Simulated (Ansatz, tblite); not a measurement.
Cost and result up the ladder for GaSb₂⁻ (the lowest singlet isomer of a short search) (3 atoms). Total charge -1; singlet. Geometry: B3LYP-D4/def2-TZVPD.

```xyz
3

Ga    1.216   -1.053    0.387
Sb   -0.495    0.184   -1.481
Sb   -0.721    0.869    1.094
```

Ansatz on 4 threads of Intel Xeon on a shared host; xTB runs through tblite on one thread. Times are rough, summed over both states, and most runs start from the orbitals of an earlier one. PBE0-D4/def2-TZVPD serves as the yardstick here, not as an exact answer. The other state is a doublet.

In the def2 sets Sb takes a core potential; there is no spin–orbit coupling. The xTB rows come from tblite. The structure comes from a short search, and lower isomers may exist.

Raw xTB energies of ions are shifted by several eV.

```csv
level,functions,wall time,vertical IE (eV),difference from PBE0-D4/def2-TZVPD (eV),remarks
GFN2-xTB,27,0.006 s,5.42,3.27,–
PBE-D4/def2-TZVPD,166,4.1 s,2.07,-0.09,HOMO above zero (-1 singlet)
PBE0-D4/def2-TZVPD (with forces),166,12 s,2.16,0.00,–
r2SCAN-D4/def2-TZVPD,166,12 s,2.12,-0.04,–
```
